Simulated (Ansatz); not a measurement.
Q: Name a neutral molecule of Cl, S, Si and H with HOMO–LUMO gap (PBE/def2-TZVPP) between 5.50 and 5.80 eV and HOMO energy (PBE0/def2-TZVPP) between -7.95 and -7.65 eV (Ansatz, PBE0-D4/def2-TZVP geometry).

A: `[SiH3]S[SiH2]Cl` (5.52 eV, -7.83 eV). Other molecules can fit too; these were computed, each in one conformer that needn't be the lowest.
